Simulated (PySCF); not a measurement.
**Energy of Zr+ (zirconium, charge +1) between two integer charges**

The 5s alpha orbital of [Kr] 4d2 5s1 is emptied in steps (occupation f), with all orbitals relaxed, ending at [Kr] 4d2. All numbers are calculated (PySCF 2.14, a scalar-relativistic core potential, in def2-TZVP with the def2 core potential (28 electrons) (6s4p3d1f, 40 functions)). The exact energy is a straight line in f; departures are measured from the line between the end points of the same method.

```csv
f,UHF (eV)
1,0.000
0.9,0.013
0.7,0.029
0.5,0.034
0.3,0.028
0.1,0.012
0,0.000
```

For UHF, how does the orbital energy at f = 1 compare with the removal energy?

−ε = 12.448 eV against a total-energy difference of 12.303 eV. By Janak's theorem ε = ∂E/∂f, so the gap between them reflects the curvature. Along the path −ε is 12.415 (f = 0.9), 12.355 (f = 0.7), 12.299 (f = 0.5), 12.247 (f = 0.3), 12.199 (f = 0.1) eV.

Reference removal energy between the ground levels: 13.13 eV (measured; NIST Atomic Spectra Database, ionization energies). The calculation has no spin-orbit coupling. UHF lacks correlation.
